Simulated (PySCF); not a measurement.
Species: BrF₃Ge.
Numbering: `[F:1][Ge:2]([F:3])([F:4])[Br:5]`

Computed by this run: PBE0-D3(BJ)/def2-SVP geometry optimisation, gas phase in PySCF; density fitting, grid level 1; the optimiser is geomeTRIC in internal coordinates, started from a GFN2-xTB structure with every atom displaced at random (about 0.01 Å).

Step 0: E = -134674.2554 eV
```
atom  x, y, z in Å  |  force x, y, z in eV/Å
F1     -0.7863   -0.7454   -1.3329   -0.057  -0.168  -0.408
Ge2    -0.0370   -0.0008   -0.0052   -0.218  -0.089   0.197
F3     -0.7598   -0.7290    1.3557    0.116  -0.082   0.216
F4     -0.5681    1.6121    0.0083    0.015   0.371  -0.020
Br5     2.1849   -0.1709   -0.0638    0.145  -0.032   0.015
```

**Question.** Estimate the geometry and energy of step 1. (The exact step hangs on the optimiser's Hessian estimate; all steps are aligned on step 0, rigid shifts and turns removed.)

**Answer.** E = -134674.2526 eV, largest force 0.660 eV/Å
```
atom  x, y, z in Å  |  force x, y, z in eV/Å
F1     -0.7660   -0.7508   -1.4037    0.103   0.269   0.584
Ge2    -0.0828   -0.0035   -0.0056   -0.138   0.216  -0.210
F3     -0.7005   -0.7414    1.4162   -0.047   0.142  -0.355
F4     -0.5696    1.6534    0.0001    0.094  -0.653   0.001
Br5     2.1526   -0.1917   -0.0449   -0.011   0.027  -0.020
```

The energy changes by +0.0028 eV. The first-order estimate −F·Δx gives -0.0714 eV and the mean of the old and new forces, exact on a quadratic surface, +0.0085 eV. The step makes an angle of 43° with the force vector and moves no atom by more than 0.086 Å. The energy falls at the start of this step and ends higher, so the step passed the lowest point of its straight line.

What follows is the cost of the whole optimisation. On one thread of an Arm Neoverse V2, no GPU, shared host, this took 52 s of wall time and 0.43 GiB of memory at its peak.
